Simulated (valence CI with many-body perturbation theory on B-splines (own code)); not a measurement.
Results of a calculation; reference values are marked as such.
Hyperfine factors and g values of Bi⁶⁰⁺

Level of theory: valence CI with perturbative core correlation (CI+MBPT): five valence electrons over a frozen Dirac-Fock core [Ar], a basis of 7 s, 7 p, 8 d, 6 f, 4 g, 1 h functions for each j, with the one-electron correlation potential Σ1, the two-electron term Σ2, the three-electron term Σ3, Breit, model QED; selected CI, second order for the rest (own B-spline code, finite nucleus).

No measured spectrum was set against this ion. As an estimate, large intervals hold to a few tenths of a per cent, small ones and those within an open d or f shell to about a per cent. The list stops below the first excitations out of the core. Only levels of the ground parity were solved; by the run's estimate the other parity begins above the list, which can be wrong where configurations are misplaced.

A/g_I is the dipole constant over the nuclear g factor μ/I (μ in nuclear magnetons, uniformly magnetised nucleus), B/Q the quadrupole constant per barn. Both hold the static response of the core; the bare values leave it out. Large factors of s and p1/2 electrons are usually good to 5 to 10 %; those of open d and f shells near neutrality can be off by tens of per cent, and small factors of p3/2, d and f electrons come from cancelling terms and can be off by a factor of two or in sign, in half-filled shells by more. B is blank for J = 1/2, where it vanishes, and for nearly pure S terms. Energies count from the lowest level.

Levels are named by their leading jj configuration (3d3/2^4 stands for four electrons in 3d with j = 3/2), which in mixed levels can hold well under half, so a name can repeat and another be missing. Letters in brackets count levels of one name in rising energy.

```tsv
Level	E (cm⁻¹)	g	A/g_I (MHz)	A/g_I bare	B/Q (MHz/b)	B/Q bare
(3d3/2^4 3d5/2) J=5/2	0	1.239	56500	57800	112000	112000
(3d3/2^3 3d5/2^2) J=5/2 [a]	872020	1.318	33000	34700	38000	38100
(3d3/2^3 3d5/2^2) J=7/2 [a]	975300	1.157	65400	66300	117000	118000
(3d3/2^3 3d5/2^2) J=11/2	982660	1.088	85500	86100	-7530	-7920
(3d3/2^3 3d5/2^2) J=3/2 [a]	996890	1.121	85700	86500	96900	97600
(3d3/2^3 3d5/2^2) J=9/2	1040500	1.123	75900	76700	121000	122000
(3d3/2^3 3d5/2^2) J=5/2 [b]	1080300	1.120	78100	78900	-10900	-10900
(3d3/2^3 3d5/2^2) J=7/2 [b]	1119000	1.060	93100	93700	-131000	-132000
(3d3/2^3 3d5/2^2) J=1/2	1125800	1.738	-45300	-41800		
(3d3/2^3 3d5/2^2) J=3/2 [b]	1296100	0.802	148000	147000	-131000	-132000
(3d3/2^2 3d5/2^3) J=5/2 [a]	1836200	1.324	23000	24600	5000	5050
(3d3/2^2 3d5/2^3) J=11/2	1917900	1.087	82900	83500	1370	1390
(3d3/2^2 3d5/2^3) J=7/2 [a]	1919300	1.204	55200	56400	-3450	-3480
(3d3/2^2 3d5/2^3) J=9/2 [a]	1938300	1.136	71400	72300	-8410	-8480
(3d3/2^2 3d5/2^3) J=13/2	1961200	1.062	89600	90100	-73.6	-62.8
(3d3/2^2 3d5/2^3) J=1/2 [a]	1993100	0.413	247000	244000		
(3d3/2^2 3d5/2^3) J=3/2 [a]	2002900	1.153	69200	70100	1930	1910
(3d3/2^2 3d5/2^3) J=5/2 [b]	2009700	1.018	99300	99700	-7890	-7910
(3d3/2^2 3d5/2^3) J=9/2 [b]	2057100	1.092	82200	82900	2060	2080
(3d3/2^2 3d5/2^3) J=7/2 [b]	2079300	0.976	110000	110000	-2110	-2130
(3d3/2^2 3d5/2^3) J=3/2 [b]	2102100	0.856	137000	137000	7540	7650
(3d3/2^2 3d5/2^3) J=5/2 [c]	2104800	1.045	92900	93400	7500	7520
(3d3/2^2 3d5/2^3) J=7/2 [c]	2163600	1.022	99600	100000	2030	2040
(3d3/2^2 3d5/2^3) J=1/2 [b]	2166200	1.737	-65100	-61800		
(3d3/2^2 3d5/2^3) J=9/2 [c]	2246900	1.100	80200	80900	25900	26200
```

(1) Take the isotope of mass number 207, with I = 9/2, μ = 4.0729 μN, leaving out the quadrupole term. What is the hyperfine structure of (3d3/2^3 3d5/2^2) J=11/2?

## Answers

(1) From the table A = 77400 MHz. Shifts from the centre of gravity in MHz: F = 1: -2260000, F = 2: -2110000, F = 3: -1880000, F = 4: -1570000, F = 5: -1180000, F = 6: -716000, F = 7: -174000, F = 8: 445000, F = 9: 1140000, F = 10: 1920000.
